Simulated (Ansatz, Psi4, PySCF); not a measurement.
C4H5 (SMILES [CH]1[C@@H]2C[C@H]12), doublet, geometry from GFN2-xTB. Base run: CCSD(T)/STO-3G run with PySCF.

The PySCF input:
```python
from pyscf import gto, scf, cc

mol = gto.Mole()
mol.atom = '''
    C    -0.011048    1.152992    0.292681
    C     0.006069   -1.071617    0.362843
    C     0.777923    0.051757   -0.247030
    C    -0.775309    0.039481   -0.257303
    H    -0.016569    2.162854   -0.079261
    H    -0.000459   -1.149501    1.442906
    H     0.016990   -2.032726   -0.139902
    H     1.484404    0.003521   -1.055676
    H    -1.470182   -0.019829   -1.075216
'''
mol.basis = 'sto-3g'
mol.charge = 0
mol.spin = 1
mol.verbose = 4
mol.build()

mf = scf.UHF(mol)
mf.kernel()

mycc = cc.CCSD(mf)
mycc.kernel()
et = mycc.ccsd_t()
print('E(CCSD(T)) = %.10f' % (mycc.e_tot + et))
```

The same geometry, method and basis name were run in Ansatz (a program for electronic structure) and Psi4 and PySCF, at each program's defaults and at the settings that a row names. The base is PySCF at its defaults. Differences at the defaults can come from grids, fitting, cores and function types together.

| code and settings | ΔE vs base (mEh) | basis functions | E (Eh) | SCF cycles |
|---|---|---|---|---|
| PySCF, defaults (exact integrals, spherical functions, all electrons correlated) | 0.000 | 25 | -152.61235 | 13 |
| Psi4, defaults (exact integrals, spherical functions, all electrons correlated) | 0.000 | 25 | -152.61235 | 15 |
| Ansatz, defaults (factorised integrals, spherical functions, frozen core) | 1.683 | 25 | -152.61066 | - |
| PySCF, frozen core | 1.665 | 25 | -152.61068 | 13 |
| Psi4, exact integrals, spherical functions, frozen core | 1.665 | 25 | -152.61068 | 15 |
| Ansatz, high accuracy, frozen core | 1.665 | 25 | -152.61068 | - |

Open shells are given as the SCF converged; they aren't shown to be the lowest states, and a large step between rows can be another state.
